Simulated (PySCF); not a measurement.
Molecule: CH₇BO₂SeSi, SMILES OB(O)[SiH2]C[SeH]. Atoms near the plane z = 1.5 Å, at the GFN2-xTB optimised geometry (x, y, z in Å): O1 (-1.1, -2.2, 0.0), B2 (-0.4, -1.0, 0.0), O3 (0.9, -1.0, 0.0), Si4 (-1.2, 0.7, 0.0), Se6 (1.9, 1.5, 0.0), H7 (-0.7, -3.0, 0.0), H8 (1.4, -1.9, 0.0), H9 (-1.7, 1.2, 1.3), H12 (-0.1, 3.0, -0.2), H13 (2.4, 2.9, -0.1).

Computed with PBE/def2-TZVP run with PySCF 2.14.0. The values are rescaled to run from 0 to 1.

```
|11111111111111111111111111111|
|11111111111111111111111111111|
|11111111111111111111111111111|
|11111111111000000000001111111|
|11111111100000000000000011111|
|11111110000000000000000001111|
|11111100000000000000000001111|
|11111000000000000111000000111|
|11110000000000000111100000111|
|11110000000000000111100000111|
|11100000002100000122110000111|
|11100000039310000111110000111|
|11100000025300000111100000111|
|11100000011100000001000001111|
|11100000000000000000000001111|
|11110000000000000000000011111|
|11110000000000000000000111111|
|11110000000000000000000111111|
|11111000000000000000000111111|
|11111100000000000000000111111|
|11111100000000000000000111111|
|11111110000000000000001111111|
|11111111000000000000001111111|
|11111111000000000000111111111|
|11111111000000000011111111111|
|11111111100000001111111111111|
|11111111111000011111111111111|
|11111111111111111111111111111|
|11111111111111111111111111111|
```
Scale: ten equal steps from 0.000 (start of '0') to 1.00 (end of '9'), in the order '0123456789'; x runs from -5.50 to 5.50, y from -5.50 (bottom) to 5.50 (top).

Task: Which quantity is mapped?
(A) electron localisation function
(B) Laplacian of the electron density
(C) deformation density (molecule minus spherical neutral atoms)
(D) log10 of the electron density

Result: C, deformation density (molecule minus spherical neutral atoms). In full: deformation density (molecule minus spherical neutral atoms) (e/bohr³).
